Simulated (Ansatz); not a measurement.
Consider the silylene formation by 1,1-elimination: `B[SiH2]/C=C/O` → `B/C=C/O` + `[SiH2]`.

Isolated molecules relaxed with PBE0-D4/def2-TZVP in Ansatz; ΔE leaves out vibrations. CBS: MP2 limit from def2 TZ/QZ plus the TZ coupled-cluster correction, frozen cores. This one scheme is used for every species. Double bonds are as drawn, so ΔE can hold a change between cis and trans. DFT in def2-TZVPP. B3LYP here is the variant with VWN-RPA as its local correlation; programs differ in this. One conformer a species, not always the lowest.

| level | ΔE (kJ/mol) | difference from CCSD(T)/CBS |
| --- | --- | --- |
| ωB97X-V | 167.5 | 9.2 |
| B2PLYP | 142.0 | -16.3 |
| PBE | 178.1 | 19.8 |
| r2SCAN | 190.8 | 32.5 |
| B3LYP | 124.6 | -33.7 |
| HF/def2-TZVPP | 66.2 | -92.1 |
| MP2/def2-TZVPP | 179.9 | 21.6 |
| SCS-MP2/def2-TZVPP | 150.9 | -7.4 |
| SCS-MP2/def2-QZVPP | 155.0 | -3.3 |
| MP2/CBS(def2) | 187.2 | 28.9 |
| CCSD(T)/CBS | 158.3 | 0 |

Largest T1 diagnostic among the species: 0.014.

In def2-TZVPP, CCSD(T) changes the Hartree–Fock value by +84.7 kJ/mol (the triples alone add +14.9 kJ/mol) and MP2 by +113.6 kJ/mol. The D4 term adds +16.5 kJ/mol with B3LYP and +8.7 kJ/mol with PBE0; it sums over pairs of atoms, weighted by their polarisabilities, and B3LYP, whose exchange is more repulsive, gets the larger term.
